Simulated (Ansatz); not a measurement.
Basis-set extrapolation for CH$_{7}$BSSi$_{2}$, SMILES `[SiH3][SiH2]BC=S` (PBE0-D4/def2-TZVP geometry, frozen core, the Gaussian-basis code of Ansatz). Multiplicity 1, RHF reference.

|  | def2-TZVPP | def2-QZVPP |
| --- | --- | --- |
| HF | -1042.015647 | -1042.047233 |
| MP2 correlation | -0.689426 | -0.738885 |
| CCSD(T) correlation | -0.796300 | not run |

Energies in hartree. Use E(X) = E(∞) + A·exp(−7.88·√X) for Hartree–Fock and E(X) = E(∞) + B·X^(−2.97) for correlation, with X = 3 and 4, and add CCSD(T) minus MP2 of the smaller set to the MP2 limit.

Q: What is the CCSD(T) energy at the basis-set limit?

A: HF limit: -1042.047233 + (-0.031586) × 0.13774 = -1042.05158. MP2 limit: -0.738885 + (-0.049459) × 0.74074 = -0.77552. Higher-order term: -0.796300 − (-0.689426) = -0.10687. Total: -1042.93397 hartree, 3.32 eV below CCSD(T)/def2-TZVPP.
